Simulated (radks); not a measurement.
Task: Valence configurations of Ir I (all share [Xe]). All-electron calculation, scalar-relativistic Kohn-Sham, BLYP, spin-polarised, spherical densities, finite nucleus; open shells are filled with parallel spins first (spin-orbit coupling, left out, can overturn this in heavy ions); Fermi nuclear charge, rms radius 5.4032 fm. Program: a radial shooting solver on a logarithmic mesh with Libxc functionals. Order these by energy: 4f13.5 5d7.5 6s2; 4f13 5d8 6s2; 4f14 5d8 6s1; 4f14 5d6.5 6s2 6p0.5; 4f13 5d7.5 6s1 6p1.5; 4f13 5d7 6s2 6p1; 4f13 5d8 6s1 6p1; 4f14 5d7 6s2; 4f13 5d8 6s0.5 6p1.5; 4f14 5d7 6s1 6p1.

Result: From the lowest, in eV above it: 4f14 5d7 6s2 0.000; 4f14 5d8 6s1 0.094; 4f14 5d6.5 6s2 6p0.5 2.591; 4f14 5d7 6s1 6p1 4.339; 4f13.5 5d7.5 6s2 28.949; 4f13 5d8 6s2 60.089; 4f13 5d8 6s1 6p1 64.717; 4f13 5d7 6s2 6p1 67.211; 4f13 5d8 6s0.5 6p1.5 67.656; 4f13 5d7.5 6s1 6p1.5 68.200. NIST lists [Xe] 4f14 5d7 6s2 as the ground configuration; this level of theory agrees among the configurations tried. The energies are those of spherical high-spin densities, not of single terms.
